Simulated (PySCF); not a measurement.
La²⁺ (lanthanum, charge +2) across methods

[Xe] 6p1, 2P determinant (an excited configuration). Computed with PySCF 2.14 in x2c-TZVPPall, with scalar relativity by spin-free X2C-1e.

```csv
method,E (hartree),mean ε 5p α (eV),mean ε 5p β (eV),mean ε 6p α (eV),Σ⟨r²⟩ (bohr²),⟨S²⟩
LDA,-8484.44,-38.294,-38.206,-11.945,60.09,0.750
UHF,-8488.52025,-44.112,-43.957,-13.181,62.40,0.750
r2SCAN,-8491.64,-38.697,-38.658,-11.919,60.91,0.750
PBE,-8491.23,-38.149,-38.058,-11.970,60.45,0.750
```

(1) Estimate the same row for PBE0.

Spin-orbit coupling, absent here, splits the open shell strongly.

Results:

(1) E (hartree) = -8491.30; mean ε 5p α (eV) = -39.949; mean ε 5p β (eV) = -39.846; mean ε 6p α (eV) = -12.387; Σ⟨r²⟩ (bohr²) = 60.74; ⟨S²⟩ = 0.750.
